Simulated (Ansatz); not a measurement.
Calculated with Ansatz (gas phase, PBE0-D4/def2-TZVP geometries, no zero-point term in ΔE). CCSD(T)/CBS adds triple-zeta CCSD(T) − MP2 to the extrapolated MP2 energy (def2 sets, frozen cores). This one scheme is used for every species. Functionals use def2-TZVPP. B3LYP here is the variant with VWN-RPA as its local correlation; programs differ in this. Elements past krypton have def2 core potentials. For Sn outer-core shells are correlated without core-valence functions, which leaves a few kJ/mol of doubt a bond. Each species was taken in one conformer, which may not be the lowest.

Consider the hydrogenolysis of the Sn–O bond: `C[O][SnH]([NH2])[F]` + H₂ → `[NH2][SnH2][F]` + CH₃OH.

```csv
level,ΔE (kcal/mol),difference from CCSD(T)/CBS
PBE-D4,1.0,-1.5
r2SCAN-D4,1.9,-0.6
PBE0-D4,-0.9,-3.4
B3LYP-D4,1.2,-1.3
ωB97X-V,0.6,-1.9
ωB97M-V,0.2,-2.3
B2PLYP,0.6,-1.9
PBE,-0.6,-3.1
r2SCAN,1.5,-1.0
PBE0,-2.3,-4.8
B3LYP,-1.3,-3.8
HF/def2-TZVPP,-4.1,-6.6
MP2/def2-TZVPP,2.6,0.1
SCS-MP2/def2-TZVPP,1.7,-0.8
CCSD/def2-TZVPP,-0.5,-3.0
CCSD(T)/def2-TZVPP,0.9,-1.6
HF/def2-QZVPP,-3.7,-6.2
MP2/def2-QZVPP,3.6,1.1
SCS-MP2/def2-QZVPP,2.6,0.1
HF/CBS(def2),-3.7,-6.2
MP2/CBS(def2),4.1,1.6
CCSD/CBS(def2),1.0,-1.5
CCSD(T)/CBS,2.5,0
```

Largest T1 diagnostic among the species: 0.014.

In def2-TZVPP, CCSD(T) changes the Hartree–Fock value by +5.0 kcal/mol (the triples alone add +1.5 kcal/mol) and MP2 by +6.7 kcal/mol. From PBE to PBE0 (25 % exact exchange), in def2-TZVPP and without D4, ΔE moves by −1.7 kcal/mol.
